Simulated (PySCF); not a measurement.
Record of a relaxation.

Compound: C₃H₅BF₂S.
Atom-mapped SMILES: `[F:1][B:2]([F:3])[C@@H:4]1[CH2:5][CH2:6][S:7]1` (hydrogens: H8 on C4; H9, H10 on C5; H11, H12 on C6)

Method: PySCF, PBE0-D3(BJ)/def2-SVP geometry optimisation, gas phase; density fitting, grid level 1; the optimiser is geomeTRIC in internal coordinates, started from a GFN2-xTB structure with every atom displaced at random (about 0.01 Å). The frame can shift and turn from step to step; on so coarse a grid that alone can change the energy by a few meV, and forces under 0.02 eV/Å are noise.

Step 0: E = -20117.0694 eV, largest atomic force 1.452 eV/Å
```
atom  x, y, z in Å  |  force x, y, z in eV/Å
F1      1.025   -1.901    0.962   -0.493   0.399   0.094
B2      1.568   -0.839    0.379   -0.288  -0.347  -0.018
F3      2.818   -1.011    0.050    1.005   0.168  -0.318
C4      0.805    0.469    0.014   -1.387  -0.370   0.220
C5     -0.628    0.638    0.621    0.744   0.144   0.509
C6     -1.404   -0.048   -0.488    0.739  -0.631  -0.003
S7      0.035    0.018   -1.639    0.030  -0.042   0.028
H8      1.380    1.381   -0.071    0.499   0.359   0.105
H9     -0.894    1.703    0.724    0.052  -0.095  -0.128
H10    -0.742    0.178    1.621   -0.029   0.049  -0.166
H11    -1.660   -1.092   -0.260   -0.105  -0.016  -0.013
H12    -2.263    0.475   -0.862   -0.767   0.381  -0.310
```

Step 1: E = -20117.1419 eV, largest atomic force 0.316 eV/Å
```
atom  x, y, z in Å  |  force x, y, z in eV/Å
F1      0.939   -1.867    0.599    0.176  -0.230   0.125
B2      1.568   -0.788    0.156   -0.137   0.192  -0.126
F3      2.820   -0.919   -0.259   -0.169   0.006   0.091
C4      0.781    0.556    0.083    0.126   0.068   0.042
C5     -0.607    0.566    0.745    0.055   0.016  -0.060
C6     -1.364   -0.103   -0.410   -0.175   0.200  -0.089
S7      0.012    0.213   -1.590   -0.005   0.054  -0.117
H8      1.365    1.488    0.110   -0.011  -0.102   0.029
H9     -0.960    1.595    0.907    0.019  -0.022  -0.037
H10    -0.667    0.027    1.701    0.004  -0.004   0.066
H11    -1.544   -1.176   -0.270    0.024  -0.077  -0.012
H12    -2.300    0.388   -0.728    0.093  -0.099   0.090
```

Step 2: E = -20117.1512 eV, largest atomic force 0.273 eV/Å
```
atom  x, y, z in Å  |  force x, y, z in eV/Å
F1      1.020   -1.894    0.645   -0.187   0.064   0.028
B2      1.568   -0.790    0.151    0.078  -0.149   0.215
F3      2.820   -0.915   -0.257    0.025   0.224  -0.143
C4      0.772    0.548    0.080    0.043  -0.085  -0.116
C5     -0.614    0.565    0.741    0.011  -0.076  -0.005
C6     -1.378   -0.091   -0.418   -0.029   0.055   0.005
S7     -0.003    0.230   -1.601    0.002   0.026  -0.033
H8      1.360    1.474    0.112    0.047  -0.030   0.042
H9     -0.958    1.596    0.903    0.012   0.007  -0.024
H10    -0.673    0.025    1.698   -0.017   0.015   0.011
H11    -1.556   -1.168   -0.289    0.026  -0.015  -0.006
H12    -2.314    0.400   -0.721   -0.011  -0.035   0.027
```

Step 3: E = -20117.1589 eV, largest atomic force 0.174 eV/Å
```
atom  x, y, z in Å  |  force x, y, z in eV/Å
F1      1.009   -1.881    0.677    0.076   0.093  -0.083
B2      1.563   -0.790    0.159    0.016  -0.004   0.147
F3      2.808   -0.885   -0.275   -0.010  -0.058  -0.036
C4      0.773    0.545    0.077   -0.106  -0.066  -0.120
C5     -0.611    0.558    0.738   -0.025  -0.027   0.011
C6     -1.376   -0.095   -0.422    0.043  -0.021   0.038
S7     -0.006    0.241   -1.608    0.014   0.015   0.042
H8      1.367    1.466    0.113    0.047   0.013   0.042
H9     -0.955    1.589    0.902   -0.009   0.017  -0.014
H10    -0.668    0.017    1.696   -0.018   0.023  -0.015
H11    -1.544   -1.175   -0.299    0.026   0.016  -0.004
H12    -2.317    0.389   -0.713   -0.055   0.001  -0.009
```

Step 4: E = -20117.1607 eV, largest atomic force 0.103 eV/Å
```
atom  x, y, z in Å  |  force x, y, z in eV/Å
F1      1.033   -1.883    0.674    0.055   0.033   0.004
B2      1.575   -0.782    0.167   -0.059  -0.064  -0.007
F3      2.811   -0.869   -0.294    0.009  -0.013   0.032
C4      0.768    0.543    0.084   -0.051   0.048  -0.076
C5     -0.620    0.561    0.737    0.017  -0.059   0.017
C6     -1.377   -0.102   -0.422    0.020   0.004   0.001
S7     -0.002    0.236   -1.602   -0.002   0.023   0.031
H8      1.363    1.464    0.125    0.017   0.019   0.021
H9     -0.967    1.593    0.890    0.009   0.006  -0.021
H10    -0.685    0.028    1.698   -0.014   0.015   0.005
H11    -1.536   -1.183   -0.294    0.022  -0.001  -0.003
H12    -2.321    0.373   -0.718   -0.024  -0.010  -0.004
```

Step 5: E = -20117.1616 eV, largest atomic force 0.089 eV/Å
```
atom  x, y, z in Å  |  force x, y, z in eV/Å
F1      1.036   -1.867    0.690   -0.011   0.002   0.040
B2      1.572   -0.770    0.176    0.025  -0.025  -0.082
F3      2.808   -0.864   -0.286    0.034   0.015   0.028
C4      0.765    0.555    0.079   -0.028  -0.009  -0.018
C5     -0.623    0.558    0.733    0.002   0.014   0.018
C6     -1.370   -0.115   -0.425   -0.017   0.016  -0.024
S7     -0.003    0.249   -1.606   -0.002   0.017   0.024
H8      1.358    1.478    0.127   -0.011  -0.009   0.016
H9     -0.981    1.587    0.882   -0.003   0.000  -0.019
H10    -0.685    0.026    1.695   -0.006   0.011   0.014
H11    -1.507   -1.198   -0.300    0.012  -0.014   0.000
H12    -2.326    0.341   -0.719    0.005  -0.020   0.003
```

Step 6: E = -20117.1625 eV, largest atomic force 0.140 eV/Å
```
atom  x, y, z in Å  |  force x, y, z in eV/Å
F1      1.075   -1.842    0.727   -0.069  -0.084   0.031
B2      1.584   -0.746    0.188    0.070   0.117  -0.029
F3      2.825   -0.819   -0.263   -0.015   0.020   0.001
C4      0.751    0.565    0.075    0.052  -0.019   0.048
C5     -0.641    0.552    0.722    0.017   0.022   0.026
C6     -1.365   -0.144   -0.436   -0.054   0.022  -0.048
S7     -0.005    0.264   -1.611   -0.010  -0.001  -0.028
H8      1.336    1.494    0.139   -0.035  -0.024  -0.015
H9     -1.015    1.578    0.853   -0.002  -0.007  -0.019
H10    -0.704    0.033    1.690    0.004   0.003   0.022
H11    -1.459   -1.232   -0.309    0.000  -0.026   0.003
H12    -2.338    0.274   -0.731    0.043  -0.024   0.010
```

Step 7: E = -20117.1624 eV, largest atomic force 0.106 eV/Å
```
atom  x, y, z in Å  |  force x, y, z in eV/Å
F1      1.091   -1.826    0.740   -0.047  -0.064   0.024
B2      1.590   -0.724    0.202    0.051   0.079  -0.048
F3      2.834   -0.784   -0.243   -0.017   0.014   0.010
C4      0.742    0.575    0.076    0.051  -0.008   0.074
C5     -0.652    0.549    0.715    0.000   0.007   0.011
C6     -1.357   -0.168   -0.443   -0.028  -0.002  -0.016
S7     -0.002    0.269   -1.613   -0.004  -0.009  -0.025
H8      1.317    1.510    0.146   -0.022  -0.004  -0.027
H9     -1.040    1.571    0.829   -0.008  -0.002  -0.012
H10    -0.716    0.041    1.690    0.003   0.004   0.003
H11    -1.424   -1.257   -0.313    0.000  -0.008   0.002
H12    -2.339    0.225   -0.742    0.020  -0.006   0.003
```

Step 8: E = -20117.1629 eV, largest atomic force 0.060 eV/Å
```
atom  x, y, z in Å  |  force x, y, z in eV/Å
F1      1.094   -1.821    0.739    0.000  -0.004  -0.002
B2      1.594   -0.714    0.209    0.000   0.003  -0.022
F3      2.841   -0.766   -0.228   -0.009   0.003   0.009
C4      0.739    0.579    0.080    0.019   0.012   0.055
C5     -0.658    0.548    0.712   -0.006  -0.009  -0.008
C6     -1.353   -0.179   -0.446    0.006  -0.015   0.013
S7      0.003    0.263   -1.613    0.002  -0.012  -0.011
H8      1.306    1.518    0.147   -0.003   0.009  -0.020
H9     -1.052    1.569    0.817   -0.005   0.002  -0.005
H10    -0.723    0.046    1.690   -0.001   0.004  -0.005
H11    -1.413   -1.269   -0.311    0.003   0.004  -0.001
H12    -2.336    0.205   -0.751   -0.006   0.004  -0.004
```

Step 9: E = -20117.1630 eV, largest atomic force 0.045 eV/Å
```
atom  x, y, z in Å  |  force x, y, z in eV/Å
F1      1.098   -1.816    0.739    0.018   0.020  -0.010
B2      1.597   -0.704    0.214   -0.029  -0.031  -0.005
F3      2.846   -0.750   -0.216    0.005   0.001   0.002
C4      0.736    0.585    0.083    0.005   0.025   0.038
C5     -0.663    0.547    0.709   -0.005  -0.008  -0.017
C6     -1.349   -0.190   -0.448    0.010  -0.009   0.016
S7      0.009    0.256   -1.612    0.003  -0.012  -0.007
H8      1.296    1.528    0.147    0.003   0.006  -0.011
H9     -1.065    1.566    0.805   -0.002   0.001   0.000
H10    -0.729    0.051    1.690   -0.001   0.002  -0.002
H11    -1.401   -1.280   -0.308    0.003   0.003  -0.001
H12    -2.333    0.186   -0.759   -0.009   0.002  -0.003
```

Step 10: E = -20117.1631 eV, largest atomic force 0.050 eV/Å
```
atom  x, y, z in Å  |  force x, y, z in eV/Å
F1      1.104   -1.808    0.740    0.018   0.022  -0.007
B2      1.600   -0.693    0.219   -0.037  -0.033   0.004
F3      2.850   -0.732   -0.206    0.014   0.001  -0.004
C4      0.733    0.592    0.087   -0.002   0.023   0.017
C5     -0.669    0.547    0.706   -0.002  -0.005  -0.015
C6     -1.343   -0.203   -0.449    0.007  -0.003   0.010
S7      0.015    0.248   -1.610    0.003  -0.009  -0.004
H8      1.286    1.539    0.146    0.004   0.001  -0.002
H9     -1.080    1.563    0.793   -0.001   0.000   0.002
H10    -0.737    0.057    1.690    0.001   0.002   0.000
H11    -1.387   -1.293   -0.304    0.001   0.001   0.000
H12    -2.329    0.163   -0.766   -0.005  -0.001  -0.002
```

Step 11: E = -20117.1631 eV, largest atomic force 0.029 eV/Å
```
atom  x, y, z in Å  |  force x, y, z in eV/Å
F1      1.108   -1.805    0.741    0.009   0.011  -0.001
B2      1.600   -0.689    0.220   -0.024  -0.017   0.001
F3      2.851   -0.725   -0.205    0.011   0.001  -0.004
C4      0.731    0.595    0.088   -0.001   0.014   0.007
C5     -0.672    0.547    0.705   -0.001  -0.002  -0.008
C6     -1.341   -0.209   -0.449    0.003  -0.001   0.004
S7      0.018    0.243   -1.610    0.002  -0.005  -0.001
H8      1.282    1.544    0.145    0.003  -0.001   0.001
H9     -1.086    1.562    0.788   -0.001   0.000   0.001
H10    -0.739    0.060    1.690    0.001   0.002   0.001
H11    -1.381   -1.298   -0.300    0.000  -0.001   0.001
H12    -2.328    0.153   -0.769   -0.002  -0.001  -0.001
```

Step 12: E = -20117.1631 eV, largest atomic force under 0.02 eV/Å
```
atom  x, y, z in Å  |  force x, y, z in eV/Å
F1      1.109   -1.803    0.743    0.002   0.001   0.003
B2      1.600   -0.687    0.220   -0.007  -0.003  -0.004
F3      2.851   -0.722   -0.206    0.003   0.001  -0.002
C4      0.731    0.596    0.088    0.000   0.006   0.004
C5     -0.673    0.548    0.704    0.000   0.000  -0.004
C6     -1.341   -0.211   -0.448    0.000  -0.002   0.001
S7      0.018    0.240   -1.609    0.001  -0.003   0.000
H8      1.281    1.546    0.144    0.001  -0.001   0.000
H9     -1.088    1.562    0.786   -0.001   0.000  -0.001
H10    -0.740    0.062    1.691    0.001   0.002   0.001
H11    -1.378   -1.300   -0.298   -0.001  -0.001   0.001
H12    -2.328    0.148   -0.770    0.000  -0.001   0.000
```

Q: Summarise the path.

A: The energy falls by 9.04 kJ/mol from step 0 to step 12; nine tenths of that is first reached at step 3. It never rises by more than 0.2 meV. The largest force goes from 1.452 to under 0.02 eV/Å. Among the bonds C4–C5 changes most, from 1.566 to 1.534 Å; the atoms move by 0.116 Å rms after alignment.

What follows is the cost of the whole optimisation. Time: 87 s of wall time; peak memory 0.50 GiB. Hardware: Arm Neoverse V1, one thread, no GPU, shared host with 32 logical CPUs at a one-minute load of 33.
